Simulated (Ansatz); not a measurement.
HIn, triplet, at a GFN2-xTB geometry (such geometries of metal compounds can be far from the true shape) (the spin is typed, not shown lowest) (core potentials on In); B3LYP5/def2-SVP (Ansatz, a first-principles code).

The Ansatz input:
Ansatz 0.2 input:
```yaml
crystal:
  periodic: [false, false, false]
  atoms:
    - {symbol: In, position_ang: [-0.00000000, -0.00000000, -0.03944113]}
    - {symbol: H, position_ang: [0.00000000, 0.00000000, 1.93261555]}
basis:
  gaussian:
    orbitals: def2-SVP
hamiltonian:
  xc: b3lyp5
magnetization: {spin_polarized: true, initial_magnetization: 2}
accuracy: high
```

The log (banner, timings and long lists left out):

```
Functional definition: B3LYP5
701 factors; integrals over basis functions are off by at most 2.3e-9 eV
mean field evaluation 1: about -5186.8064 eV, gradient 4.4e0 eV
mean field evaluation 2: about -5186.8258 eV, gradient 4.2e0 eV
mean field evaluation 4: about -5187.0064 eV, gradient 3.6e-1 eV
mean field evaluation 8: about -5187.0146 eV, gradient 5.3e-2 eV
mean field evaluation 16: about -5187.0146 eV, gradient 2.9e-7 eV
mean field evaluation 32: about -5186.9811 eV, gradient 1.7e0 eV
mean field -5187.01461644 eV, -190.6192712694 hartree, gradient 4.0e-8 eV, S^2 2.009790; 1 other end points of the search recorded, 0 dependent functions left out
reference -5187.01464243 eV, -190.6192722244 hartree; 12, 10 occupied and 19, 21 virtual orbitals, 701 factors
Total energy: -5187.01464243 eV, -190.6192722244 hartree
```
